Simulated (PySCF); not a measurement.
Worked example: refractive index and permittivity of the vapour

N-methylmethanimine (C2H5N), SMILES C=NC.

Geometry optimised at PBE0-D3(BJ)/def2-TZVP.

CAM-B3LYP/def2-TZVPD (PySCF) gives a mean static polarisability of 35.8 bohr³ and a dipole moment of 1.58 D. Take an ideal gas at 298.15 K and 1 bar, whether or not the substance is that volatile.

**Question.** Work out n − 1 in the optical limit and the static ε − 1.

**Answer.** 
Polarisability volume α' = 35.8 × 0.148185 = 5.31 Å³. Number density N = p/kT = 2.43e-5 Å⁻³.
Dilute limit of Lorentz–Lorenz: n − 1 = 2π N α' = 0.00081.
Orientation term of Debye: μ²/(3kT) = 8.098 Å³ × μ²(D²) = 20.22 Å³.
ε − 1 = 4π N (α' + μ²/3kT) = 0.0078. Orientation of the dipole supplies 79 % of the static response; it can't follow optical fields. Vibrational polarisation and dispersion are left out.
